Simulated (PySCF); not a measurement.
Match each property card to its molecule.

Structures:
1. `[SiH3]/C=C\[SiH2][SiH]1CC1`
2. `C1(C#N)(O[SiH2]O)CC1`
3. `Sc1cnoc1`

Card P (geometry GFN2-xTB):
* Rotational constants A, B, C: 9.507, 2.047, 1.684 GHz
* Static isotropic polarisability (CAM-B3LYP/def2-SVPD): 62.0 au
* Dipole moment (CAM-B3LYP/def2-SVPD): 2.29 D
* Lowest singlet excitation (TDDFT CAM-B3LYP/def2-SVPD): 5.22 eV (237 nm, f = 0.002)
* HOMO energy (CAM-B3LYP/def2-SVPD): -8.12 eV

Card Q (geometry GFN2-xTB):
* Rotational constants A, B, C: 2.799, 1.244, 1.016 GHz
* Static isotropic polarisability (CAM-B3LYP/def2-SVPD): 77.8 au
* Dipole moment (CAM-B3LYP/def2-SVPD): 4.36 D
* Strongest line among the 8 lowest singlet transitions (TDDFT CAM-B3LYP/def2-SVPD): S3 at 7.68 eV (161 nm, f = 0.061)
* Isotropic shieldings of nuclei other than C and H, by class (GIAO PBE0/pcSseg-1): -34 (1 N), 276 (1 O), 298 (1 O), 380 (1 Si) ppm

Card R (geometry GFN2-xTB):
- Rotational constants A, B, C: 2.028, 0.844, 0.734 GHz
- Static isotropic polarisability (CAM-B3LYP/def2-SVPD): 129.7 au
- Lowest triplet excitation (Tamm–Dancoff) (TDA CAM-B3LYP/def2-SVPD): 3.94 eV
- HOMO energy (CAM-B3LYP/def2-SVPD): -8.03 eV
- Isotropic shieldings of nuclei other than C and H, by class (GIAO PBE0/pcSseg-1): 436 (1 Si), 437 (1 Si), 530 (1 Si) ppm

Each SMILES stands for a single optimised conformer of the isolated species, non-relativistic unless stated. Electronic properties by PySCF. NMR classes are plain means over equivalent atoms (diastereotopic ones count apart unless rotation or inversion swaps them), as if these changed places fast.

Q: Which card belongs to which structure?

A: P = 3, Q = 2, R = 1. What ties each card to its structure:
- 1 (card R), C4H12Si3, monoisotopic mass 144.0 u, 7 heavy atoms: an asymmetric top with C = 0.734 GHz, the lowest such constant on the cards; polarisability 129.7 au for 78 electrons, the largest shown.
- 2 (card Q), C4H7NO2Si, monoisotopic mass 129.0 u, 8 heavy atoms: an asymmetric top with C = 1.016 GHz; polarisability 77.8 au for 68 electrons; dipole 4.36 D.
- 3 (card P), C3H3NOS, monoisotopic mass 101.0 u, 6 heavy atoms: an asymmetric top with C = 1.684 GHz, the highest such constant on the cards; polarisability 62.0 au for 52 electrons, the smallest shown; dipole 2.29 D.
